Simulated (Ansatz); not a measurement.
Molecule: C$_{5}$H$_{6}$Se$_{2}$ (charge 0, singlet). 
Structure (B3LYP-D3(BJ)/def2-TZVP (Ansatz, an electronic-structure program) minimum search):
```
C
C 1 1.3633
H 2 1.0815 1 121.59
C 2 1.4259 3 122.95 1 -179.71
C 4 1.3597 2 115.13 3 179.72
H 5 1.0780 4 127.35 2 -179.45
H 4 1.0819 5 122.44 6 0.25
Se 5 1.8671 6 121.11 4 179.92
Se 1 1.9006 2 126.87 3 1.55
C 9 1.9708 1 98.06 2 -101.84
H 10 1.0863 9 109.58 1 61.06
H 10 1.0864 11 110.83 9 121.21
H 10 1.0885 11 110.23 12 122.01
```
Charge 0, spin multiplicity 1.

Total electronic energies in hartree. Cores are frozen in the correlated levels unless marked. Spin-orbit coupling is left out. The frozen core is the preceding noble-gas configuration, with the filled d and f shells of earlier blocks. Non-relativistic. Basis-set limits of correlation are two-point, X^-3; Hartree-Fock from the larger set.

The Hartree-Fock reference is unstable (checked in the largest basis), which strains HF and MP2. 

| level | program | energy (Eh) |
|---|---|---|
| HF/aug-cc-pVQZ | Ansatz | -4992.65721 |
| SVWN5/def2-TZVPD | Ansatz | -4988.70446 |
| r2SCAN/def2-TZVPD | Ansatz | [?] |
| B3LYP-D3(BJ)/def2-TZVPD | Ansatz + dftd3 | -4997.39845 |
| PBE0/def2-SVP | Ansatz | [?] |
| CAM-B3LYP/def2-TZVPD | Ansatz | -4997.42562 |
| B2GP-PLYP-D4/def2-TZVPD | Ansatz + dftd4 | -4995.96394 |
| B2PLYP-D3(BJ)/def2-TZVPD | Ansatz + dftd3 | -4996.30557 |
| B2PLYP/def2-TZVPD | Ansatz | -4996.29141 |
| MP2/aug-cc-pVTZ | Ansatz | -4993.78548 |
| RI-MP2/cc-pVQZ | Ansatz | -4993.85755 |
| SCS-MP2/cc-pVDZ | Ansatz | -4993.31589 |
| SCS-MP2/cc-pVTZ | Ansatz | -4993.74319 |
| CCSD/6-31G | Ansatz | -4992.30181 |
| CCSD(T)/CBS(cc-pVTZ,cc-pVQZ) | Ansatz | -4994.0039 |

Some entries are withheld; supply them.


- r2SCAN/def2-TZVPD, energy (Eh): -4997.16329
- PBE0/def2-SVP, energy (Eh): -4995.69837
